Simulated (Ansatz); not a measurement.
Born–Oppenheimer molecular dynamics of ClH$_{5}$OSi$_{2}$ (9 atoms, charge 0, multiplicity 1). It starts from a relaxed structure.

Theory: RKS PBE-D4/6-31G (Ansatz).

- ensemble: NVT, Nosé–Hoover chain
- time step: 0.5 fs
- steps asked: 500
- set temperature: 500 K
- thermostat: time constant 1 fs, chain length 1
- seed: 801867

First frame:

```xyz
9
Properties=species:S:1:pos:R:3
Si -0.049 0.038 -0.011
O 0.366 -0.064 1.676
H -0.315 -0.296 2.346
H 1.256 0.425 -0.652
Cl -1.456 1.717 -0.375
Si -1.129 -1.895 -0.853
H -2.389 -2.139 -0.053
H -1.480 -1.681 -2.306
H -0.210 -3.089 -0.715
```

Q: What does the run give?

A: All steps were run.

```yaml
steps_done: 500
time_covered: 250 fs
mean_temperature_over_the_second_half: 500 K
spread_of_the_potential_energy_over_the_second_half: 13.7 meV per atom
mean_potential_energy_of_the_second_half_above_the_start: 48.1 meV per atom
```

The conserved energy stayed within 0.67 meV per atom of its start (net change -0.00033 meV per atom), so the integration is sound. A run of 0.25 ps of so small a system gives no equilibrium averages. Limits of this set-up: no polarisation functions.

Q: What happens to the structure?

A: The same pairs are bonded in the first frame and the last. Pairs count as bonded within 1.25 times the sum of covalent radii (0.12 Å more for H–H). Another seed would give other details.

Q: How do temperature and energy run in time?

A: 
```json
{"time (fs)": "0", "T (K)": "500", "potential energy less start (eV)": "0.000", "conserved less start (meV/atom)": "0.00"}
{"time (fs)": "20.5", "T (K)": "743", "potential energy less start (eV)": "0.370", "conserved less start (meV/atom)": "0.21"}
{"time (fs)": "41", "T (K)": "223", "potential energy less start (eV)": "0.572", "conserved less start (meV/atom)": "-0.03"}
{"time (fs)": "61.5", "T (K)": "379", "potential energy less start (eV)": "0.883", "conserved less start (meV/atom)": "0.67"}
{"time (fs)": "82", "T (K)": "325", "potential energy less start (eV)": "0.408", "conserved less start (meV/atom)": "0.05"}
{"time (fs)": "102.5", "T (K)": "482", "potential energy less start (eV)": "0.304", "conserved less start (meV/atom)": "0.17"}
{"time (fs)": "123", "T (K)": "789", "potential energy less start (eV)": "0.261", "conserved less start (meV/atom)": "0.02"}
{"time (fs)": "143.5", "T (K)": "820", "potential energy less start (eV)": "0.488", "conserved less start (meV/atom)": "0.17"}
{"time (fs)": "164", "T (K)": "465", "potential energy less start (eV)": "0.438", "conserved less start (meV/atom)": "0.33"}
{"time (fs)": "184.5", "T (K)": "262", "potential energy less start (eV)": "0.457", "conserved less start (meV/atom)": "0.06"}
{"time (fs)": "205", "T (K)": "254", "potential energy less start (eV)": "0.510", "conserved less start (meV/atom)": "0.02"}
{"time (fs)": "225.5", "T (K)": "708", "potential energy less start (eV)": "0.297", "conserved less start (meV/atom)": "0.07"}
{"time (fs)": "246", "T (K)": "677", "potential energy less start (eV)": "0.334", "conserved less start (meV/atom)": "-0.08"}
```

Run time: 23 min on 1 thread of Arm Neoverse V1, on a shared host, peak memory 0.1 GiB.
